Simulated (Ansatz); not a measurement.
Molecule: C3H9FSi, net charge 0, singlet state. 
Structure (B3LYP-D3(BJ)/def2-TZVP (Ansatz, a first-principles code) minimum search):
SMILES: C[Si](C)(C)F
```xyz
14

Si     0.0031    -0.0046    -0.0283
F      0.1761    -0.2636    -1.6175
C     -1.6149    -0.7764     0.4855
C      1.4504    -0.8134     0.8253
C     -0.0038     1.8416     0.2343
H     -2.4531    -0.3293    -0.0530
H     -1.6202    -1.8499     0.2855
H     -1.7899    -0.6343     1.5548
H      1.4738    -1.8872     0.6285
H      1.3903    -0.6726     1.9074
H      2.3966    -0.3878     0.4846
H     -0.1184     2.0820     1.2943
H     -0.8268     2.3133    -0.3065
H      0.9288     2.2921    -0.1119
```

Basis-set convergence of Hartree-Fock and CCSD(T) correlation energies (hartree) with Ansatz. Valence correlation only, unless marked. Spin-orbit coupling is left out. Non-relativistic.

| basis | functions | E(HF) | E(corr, CCSD(T)) | rough core time |
|---|---|---|---|---|
| cc-pV(D+d)Z | 124 | -507.33305 | -0.80313 | under 20 s |
| cc-pV(T+d)Z | 285 | [?] | [?] | 5 min |

Problem. What belongs in the gaps?

Solution. 
- cc-pV(T+d)Z, E(HF): -507.42588
- cc-pV(T+d)Z, E(corr, CCSD(T)): -0.99554
